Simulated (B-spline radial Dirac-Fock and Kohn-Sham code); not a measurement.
## Anomalous scattering factors of Rh, 21.14 keV to 70.07 keV

The computed values come from an atomic code on a B-spline grid: the dispersion relation over Dirac-Hartree-Slater subshell photoionisation cross sections, with the Kissel-Pratt high-energy constant (isolated atom, no bound-bound lines or fine structure). The forward scattering factor is f₀ + f′ + i f″.

Input of the calculation (task.json; shells as n, l, electrons):

```json
{"items": [{
  "Z": 45,
  "q": 0,
  "cfg": [[1, 0, 2], [2, 0, 2], [2, 1, 6], [3, 0, 2], [3, 1, 6], [3, 2, 10], [4, 0, 2], [4, 1, 6], [4, 2, 8], [5, 0, 1]],
  "A": 103,
  "rrms": 4.4945,
  "do": "dispersion",
  "hv": [560.8, 1000.0, 1253.6, 1384.0, 1392.0, 1486.9, 1939.0, 1998.0, 2000.0, 2984.4, 2999.0, 3955.0, 4000.0, 4510.9, 4817.0, 5414.7, 6000.0, 6403.9, 6588.0, 6589.0, 6930.3, 8047.8, 9251.7, 9256.0, 10810.0, 11100.0, 12000.0, 12200.0, 15000.0, 17479.3, 17530.0, 20010.0, 21140.0, 22162.9, 23860.0, 24209.8, 30000.0, 30520.0, 31940.0, 40000.0, 44030.0, 45020.0, 46510.0, 70070.0],
  "edges": {"K": 23220.0, "L1": 3412.0, "L2": 3146.0, "L3": 3004.0, "M1": 628.1, "M2": 521.3, "M3": 496.5, "M4": 311.9, "M5": 307.2, "N1": 81.4}
}]}
```

Launch: `python xray2_run.py task.json out`

Edges near this range: K 23220.0 eV.

| hν (eV) | λ (Å) | f′ (e) | f″ (e) | tabulated f′ | tabulated f″ |
| --- | --- | --- | --- | --- | --- |
| 21140 | 0.5865 | -1.943 | 0.662 | -1.96 | 0.64 |
| 22162.9 | 0.5594 | -2.512 | 0.607 | -2.57 | 0.59 |
| 23860 | 0.5196 | -2.709 | 3.473 | -2.74 | 3.47 |
| 24209.8 | 0.5121 | -2.246 | 3.392 | -2.26 | 3.38 |
| 30000 | 0.4133 | -0.343 | 2.391 | -0.35 | 2.38 |
| 30520 | 0.4062 | -0.287 | 2.323 | -0.29 | 2.31 |
| 31940 | 0.3882 | -0.164 | 2.153 | -0.17 | 2.13 |
| 40000 | 0.3100 | ? | ? | ? | ? |
| 44030 | 0.2816 | 0.167 | 1.237 | 0.16 | 1.22 |
| 45020 | 0.2754 | 0.172 | 1.189 | 0.17 | 1.18 |
| 46510 | 0.2666 | 0.176 | 1.123 | 0.17 | 1.11 |
| 70070 | 0.1769 | 0.107 | 0.532 | 0.10 | 0.53 |

Question: What are f′ and f″ at 40000 eV?

Answer: f′ = 0.129 and f″ = 1.464 electrons (tables: 0.12 and 1.44). By the optical theorem f″ corresponds to a photoabsorption cross section 2 rₑ λ f″ = 2560 b.

Tabulated f′: xraylib 4.2 anomalous scattering factors (Cullen et al., EPDL97); f″: Chantler's tables (J. Phys. Chem. Ref. Data 1995 and 2000). Both are theoretical tables.
